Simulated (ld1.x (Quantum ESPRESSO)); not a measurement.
## Logarithmic derivatives: xenon, PAW

```
Element                 : Xe
Generator               : ld1.x (Quantum ESPRESSO) 7.5
Type                    : PAW
Functional              : PBEsol
Relativity              : fully relativistic
Frozen core             : [Kr] 4d10
Valence charge          : 8
Reference configuration : 5s2 5p5.5 (charge +0.5)
Partial waves           : 5s (bound): rcut 1.75, rcutus 1.90 bohr; 5s channel at -1.45 Ry: rcut 1.75, rcutus 1.90 bohr; 5p (bound): rcut 1.85, rcutus 2.05 bohr; 5p channel at -0.15 Ry: rcut 1.85, rcutus 2.05 bohr; 5d channel at -0.15 Ry: rcut 1.70, rcutus 2.05 bohr; 5d channel at 1.45 Ry: rcut 1.70, rcutus 2.05 bohr
Local potential         : all-electron potential smoothed inside 1.55 bohr (lloc = -1)
Core correction         : a·sin(br)/r model core inside 1.85 bohr
Augmentation charge     : PSQ, inside the norm-conserving radii
```

Open shells are filled in proportion to 2j + 1 (rel_dist='average').

The phase is arctan(r·u′/u) with u = r·R(r), unwrapped; energies in Ry, scanned from -4 to 5 Ry. A pole is an energy at which the radial function vanishes at the test radius. The pseudo phase is shifted by a multiple of π to meet the all-electron one at the reference energy, and phase errors are pseudo minus all-electron; the curves can meet again beyond the range given. Levels narrower than the energy grid can be missing from the lists of poles.

```json
{"channel": "s", "radius (bohr)": "2.24", "reference energy (Ry)": "-1.79", "poles, all-electron": "-0.18", "poles, pseudo": "-0.18", "unbroken range about the reference energy with phases within 0.05 rad": "the whole range", "phase error 1 Ry above the reference energy (rad)": "+0.000"}
{"channel": "p1/2", "radius (bohr)": "2.24", "reference energy (Ry)": "-0.99", "poles, all-electron": "1.26", "poles, pseudo": "1.26", "unbroken range about the reference energy with phases within 0.05 rad": "below 4.4", "phase error 1 Ry above the reference energy (rad)": "-0.000"}
{"channel": "p3/2", "radius (bohr)": "2.24", "reference energy (Ry)": "-0.89", "poles, all-electron": "1.61", "poles, pseudo": "1.61", "unbroken range about the reference energy with phases within 0.05 rad": "below 4.4", "phase error 1 Ry above the reference energy (rad)": "-0.000"}
{"channel": "d3/2", "radius (bohr)": "2.24", "reference energy (Ry)": "-0.15", "poles, all-electron": "4.30", "poles, pseudo": "0.41, 4.50", "unbroken range about the reference energy with phases within 0.05 rad": "below 0.4", "phase error 1 Ry above the reference energy (rad)": "-3.137"}
{"channel": "d5/2", "radius (bohr)": "2.24", "reference energy (Ry)": "-0.15", "poles, all-electron": "4.39", "poles, pseudo": "4.58", "unbroken range about the reference energy with phases within 0.05 rad": "the whole range", "phase error 1 Ry above the reference energy (rad)": "+0.002"}
```

The ghost test of this file was not conclusive.

Phases in the d3/2 channel:

| E (Ry) | all-electron | pseudo |
| --- | --- | --- |
| -4.00 | 1.361 | 1.339 |
| -3.52 | 1.336 | 1.323 |
| -3.04 | 1.312 | 1.303 |
| -2.56 | 1.285 | 1.278 |
| -2.08 | 1.251 | 1.246 |
| -1.60 | 1.205 | 1.201 |
| -1.12 | 1.139 | 1.137 |
| -0.64 | 1.035 | 1.034 |
| -0.16 | 0.851 | 0.851 |
| 0.32 | 0.475 | 0.463 |
| 0.80 | -0.223 | -3.359 |
| 1.28 | -0.849 | -3.990 |
| 1.76 | -1.162 | -4.303 |
| 2.24 | -1.321 | -4.461 |
| 2.72 | -1.415 | -4.553 |
| 3.20 | -1.478 | -4.614 |
| 3.68 | -1.524 | -4.658 |
| 4.16 | -1.561 | -4.692 |
| 4.64 | -1.593 | -4.720 |
